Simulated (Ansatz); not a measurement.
# Energy profile

The step: SiH₃Cl ([SiH3][Cl]) + HBr → SiH₂BrCl ([Cl][SiH2][Br]) + H₂; bonds formed: Si1–Br7, H2–H6; bonds broken: Si1–H2, H6–Br7 (atoms numbered as in the saddle structure below).

Si1  (-0.416, -0.070, 0.243)
H2  (0.475, -0.289, -1.177)
H3  (-0.095, -1.025, 1.306)
H4  (-1.022, 1.258, 0.371)
Cl5  (-1.874, -1.106, -0.842)
H6  (1.076, 0.154, -0.690)
Br7  (1.856, 1.077, 0.789)
(Å)

Electronic energies by CCSD(T) at an estimated basis limit (MP2 extrapolated from triple and quadruple zeta, plus CCSD(T) − MP2 in triple zeta), on PBE0-D4/def2-TZVP structures; SiH4BrCl, singlet; no counterpoise correction. Ansatz 0.2.0; basis: def2-TZVPP and def2-QZVPP; cores frozen in the correlated methods. Filled d shells of the heavier atoms are correlated. The def2 sets are not built for correlating such inner shells, so the correlated values are less sure here. Extrapolation: Hartree–Fock as exp(−7.88 √X), correlation as X^−2.97.

Give the profile in kJ/mol, counted from the separated reactants. (Judge from chemistry; the value comes from the calculation.)

By the calculation:
```
                                                                                                point  kJ/mol
     separated: SiH3Cl (linked as [SiH3][Cl]; Si1, H2, H3, H4, Cl5; singlet) + HBr (H6, Br7; singlet)     0.0
                                                                                      start structure    -7.9
                                                                                               saddle   133.6
                                                                                        end structure   -77.6
separated: SiH2BrCl (linked as [Cl][SiH2][Br]; Si1, H3, H4, Cl5, Br7; singlet) + H2 (H2, H6; singlet)   -75.9
```

T1 diagnostic: at most 0.010.

For scale, one of the runs: CCSD(T)/def2-TZVPP, 188 basis functions, launched by `ansatz run in.yaml --threads 4 --pin off --events-out ev --progress --plain --max-ram 9574MiB`. The run took 38 s on 4 CPU threads of an Arm Neoverse V2 (shared host), with 1.9 GiB of host memory at its peak.
